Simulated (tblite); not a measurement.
Compound: C₆H₈O₂S.
Atom-mapped SMILES: `[CH3:1][C@@:2]1([O:3][CH:4]=[O:5])[CH2:6][CH2:7][C:8]1=[S:9]` (hydrogens: H10, H11, H12 on C1; H13 on C4; H14, H15 on C6; H16, H17 on C7)

Geometry (GFN2-xTB, Å), atoms numbered from 1 in this order:
```
atom  x, y, z in Å
C1     0.241    1.521    0.573
C2     0.109    0.210   -0.194
O3     1.343   -0.124   -0.843
C4     2.357   -0.519   -0.097
O5     2.381   -0.653    1.090
C6    -0.586   -0.935    0.581
C7    -1.825   -0.778   -0.319
C8    -1.062    0.200   -1.160
S9    -1.337    0.940   -2.556
H10    0.578    2.303   -0.104
H11    0.961    1.401    1.378
H12   -0.721    1.803    0.991
H13    3.212   -0.725   -0.765
H14   -0.729   -0.736    1.639
H15   -0.081   -1.890    0.458
H16   -2.152   -1.669   -0.853
H17   -2.694   -0.337    0.170
```

Method: GFN2-xTB as coded in tblite; computed harmonic values from a numerical Hessian at the method's own geometry, unscaled. This tight-binding method is rough: wavenumbers can miss measured ones by several per cent, in bad cases by 10 to 20. One conformer, not necessarily the lowest.

Harmonic wavenumbers (cm⁻¹): 57.4, 70.9, 114.9, 181.9, 188.0, 216.5, 254.5, 321.9, 426.7, 439.5, 469.8, 574.5, 649.3, 755.9, 807.0, 907.0, 916.8, 936.0, 960.4, 1008.0, 1021.0, 1042.2, 1136.8, 1150.3, 1156.4, 1170.0, 1179.4, 1209.1, 1253.3, 1347.4, 1355.1, 1388.2, 1420.5, 1459.9, 1472.7, 1474.4, 1788.5, 2818.8, 2979.7, 3000.5, 3036.1, 3038.7, 3040.5, 3044.2, 3050.2.

A = 2546, B = 966.2, C = 863.1 MHz; mass 144.025 u (most abundant isotopes); point group C1, symmetry number 1.

**Question.** Zero-point energy?

**Answer.** ½Σν̃ = 28145 cm⁻¹ = 336.69 kJ/mol.

**Question.** Give the ideal-gas entropy at 298.15 K and 1 bar in the rigid-rotor, harmonic-oscillator model (classical rotation).

**Answer.** Translation 170.84, rotation 123.03, vibration 110.24: S = 404.1 J/(mol K).

**Question.** And Cp and H(298.15 K) − H(0)?

**Answer.** Cp = 148.21 J/(mol K), of which vibrations give 114.95 (their classical limit is 45 R = 374.2); H(298.15 K) − H(0) = 27.38 kJ/mol without the zero-point energy, 17.47 from vibrations.

**Question.** Which modes carry the vibrational entropy at 298.15 K?

**Answer.** 57.4 cm⁻¹: 19.01; 70.9 cm⁻¹: 17.27; 114.9 cm⁻¹: 13.32; 181.9 cm⁻¹: 9.66; 188.0 cm⁻¹: 9.40; 216.5 cm⁻¹: 8.32 J/(mol K); the other 39 give 33.24 together.

**Question.** How do the functions run with temperature in this model?

**Answer.** 
```
T (K)  S (J/(mol K))  Cp (J/(mol K))  H − H(0) (kJ/mol)  G − H(0) (kJ/mol)  ln q(vib)
  150          323.4            94.1               9.52             -38.99       2.66
  250          379.7           129.8              20.69             -74.23       5.07
  400          453.1           186.3              44.45            -136.78       8.61
  600          540.6           245.4              88.01            -236.34      13.23
  900          651.5           300.4             170.64            -415.71      19.79
```

q(vib) and H(0) count from the zero-point level.

**Question.** Blend soft modes into free rotors: weight 1/[1 + (100 cm⁻¹/ν̃)⁴] for the oscillator and the rest for a rotor with moment μB/(μ + B), μ = h/(8π²ν), B = 10⁻⁴⁴ kg m². What vibrational entropy results?

**Answer.** 102.17 J/(mol K) in place of 110.24, which changes −T·S at 298.15 K by +2.40 kJ/mol.

Hindered rotation and anharmonicity are outside this model. Other conformers, if any are populated, would add a mixing term that is left out. The structure is chiral; the term R ln 2 for an equal mix with its mirror image is left out.

On one thread, Arm Neoverse V1 (aarch64), shared host with 32 logical CPUs at a one-minute load of 25, this took 0.64 s wall. This covers the Hessian and the dipole derivatives.
